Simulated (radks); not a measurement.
Q: The lead ion Pb2+, [Hg]. Calculated with a radial shooting solver on a logarithmic mesh with Libxc functionals: non-relativistic Kohn-Sham, exchange-only PBE, spin-polarised, spherical densities, point nucleus. Every spin shell is full or empty, so the densities are truly spherical. Functionals are evaluated on that one density, not self-consistently. Rank these orbital-free kinetic functionals by their error against the exact value of the orbitals, and give that value: Thomas-Fermi, von Weizsacker, TF + vW, TF + vW/9, TF + vW/5, LC94, APBEK, revAPBEK, Perdew 92, Thakkar, Pearson, LKT, DePristo-Kress, Ernzerhof.

A: Exact: 19522.0 hartree. From best to worst, with 100 (|E| - |E exact|)/|E exact| (equal figures are ties): LC94 +0.03, APBEK +0.05, revAPBEK +0.19, DePristo-Kress -0.19, Ernzerhof -0.47, Perdew 92 -0.67, TF + vW/9 -0.67, Thakkar -0.78, Pearson -0.83, TF + vW/5 +2.45, Thomas-Fermi -4.58, LKT +15.77, TF + vW +30.53, von Weizsacker -64.89.
